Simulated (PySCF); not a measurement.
Working out the excitation energy of B

B [He] 2s2 2p1 (2P) → B [He] 2s2 3s1 (2S). Computed with PySCF 2.14 in aug-cc-pVDZ-DK, with the spin-free X2C one-electron Hamiltonian (Gaussian nucleus). Frozen: 1s2. Energies in hartree (1 hartree = 27.21139 eV):

| part | B (lower) | B (upper) |
| --- | --- | --- |
| UHF | -24.537302 | -24.349789 |
| MP2 opposite-spin | -0.034526 | -0.036293 |
| MP2 same-spin | -0.002547 | -0.001997 |

Problem. What does Hartree-Fock give?

Solution. (-24.349789) − (-24.537302) = 0.187513 hartree = 5.102 eV.

Problem. What do MP2 and SCS-MP2 (6/5 opposite-spin, 1/3 same-spin) give?

Solution. The opposite-spin parts differ by -0.048 eV and the same-spin parts by 0.015 eV. MP2: 5.102 + (-0.048) + (0.015) = 5.069 eV. SCS-MP2: 5.102 + 1.2 × (-0.048) + (0.015)/3 = 5.049 eV.

Measured between the centres of the two terms (NIST): 4.963 eV, so MP2 (valence) is off by 0.106 eV.

A double-zeta basis recovers only part of the correlation energy.

What remains against the reference includes basis incompleteness, the frozen core and correlation beyond second order.
